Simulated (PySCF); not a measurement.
BFGeH4O, SMILES [B](F)([GeH3])O. Atoms are numbered in the order given.

```xyz
8

B     -0.0081     1.0478     0.0000
F     -1.1756     1.7083     0.0000
Ge     0.0158    -1.0198     0.0000
H     -0.7168    -1.5706     1.2352
H     -0.7168    -1.5706    -1.2352
H      1.4455    -1.5781     0.0000
O      1.1401     1.7534     0.0000
H      0.9843     2.7114     0.0000
```

The structure is a stationary point at r2SCAN-D4/def2-SVP. The values are those of a single conformer.

Two levels are set side by side: PBE/pcSseg-1 (PySCF) and HF/pcSseg-1 (PySCF). GIAO shifts against BF3 (¹¹B), CFCl3 (¹⁹F), GeH4 (⁷³Ge), H2O (¹⁷O), TMS (¹H) at the same level; non-relativistic, no solvent, atoms listed together averaged. Differences are taken from unrounded values.

```csv
quantity,HF,PBE,PBE minus HF
δ(¹¹B) of B1 (ppm),22.9,20.8,-2.0
δ(¹⁹F) of F2 (ppm),-26.9,-57.9,-31.0
δ(⁷³Ge) of Ge3 (ppm),-27.1,-38.2,-11.1
"δ(¹H) of H4, H5, H6 (ppm)",3.53,3.64,0.11
δ(¹⁷O) of O7 (ppm),135.0,175.5,40.5
δ(¹H) of H8 (ppm),5.16,5.43,0.27
```

Rough cost on one machine, each run with all the roots and properties that it gave: HF against PBE within a factor of 2.
